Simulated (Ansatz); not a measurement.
Cost and result up the ladder for MnMe2 (C2H6Mn) (9 atoms). The state is a sextet with charge 0. Geometry: r2SCAN-D4/def2-TZVP.

```xyz
9

Mn   -0.010    0.026   -0.017
C     0.870   -0.803   -1.692
H     0.557   -1.842   -1.852
H     1.965   -0.815   -1.623
H     0.621   -0.258   -2.611
C    -0.871    0.806    1.690
H    -1.486    1.691    1.484
H    -0.121    1.113    2.430
H    -1.525    0.082    2.192
```

Ansatz on 4 threads of Arm Neoverse V1 on a shared host. Times are rough, and most runs start from the orbitals of an earlier one. ωB97M-V/def2-TZVP serves as the yardstick here, not as an exact answer. Differences are given only for rows in sets of like size (and for xTB, whose basis is part of the method), since another set adds its own error. Binding counts from free atoms at the same level (Mn sextet, C triplet, H doublet; other spins of the atoms weren't run), without zero-point energy or a counterpoise term.

LC-ωPBE has ω = 0.4 bohr⁻¹. Correlated methods freeze 7 core orbitals; core or outer-core shells of Mn are correlated, in sets that lack core-valence functions.

Correlated methods converge slowly with the basis.

| level | functions | wall time | binding energy per atom (eV) | difference from ωB97M-V/def2-TZVP (eV) |
| --- | --- | --- | --- | --- |
| PBE-D4/def2-SVP | 89 | 1.3 s | 3.54 | – |
| PBE0-D4/def2-SVP | 89 | 1.5 s | 3.48 | – |
| PBE-D4/def2-TZVP | 143 | 1.9 s | 3.52 | 0.09 |
| revPBE-D4/def2-TZVP | 143 | 1.9 s | 3.46 | 0.03 |
| PBE0-D4/def2-TZVP | 143 | 2.3 s | 3.46 | 0.04 |
| LC-ωPBE/def2-TZVP | 143 | 2.3 s | 3.48 | 0.06 |
| PBE-D4/def2-TZVPD | 176 | 2.7 s | 3.52 | 0.10 |
| PBE0-D4/def2-TZVPD | 176 | 3.1 s | 3.47 | 0.04 |
| BHLYP-D4/def2-TZVP | 143 | 3.2 s | 3.35 | -0.08 |
| r2SCAN-D4/def2-TZVP (with forces) | 143 | 4.4 s | 3.49 | 0.06 |
| r2SCANh-D4/def2-TZVP | 143 | 4.5 s | 3.47 | 0.04 |
| r2SCAN-D4/def2-TZVPD | 176 | 5.5 s | 3.49 | 0.06 |
| ωB97M-V/def2-TZVP | 143 | 8 s | 3.43 | 0.00 |
| CCSD(T)/def2-TZVP | 143 | 75 s | 3.32 | -0.11 |
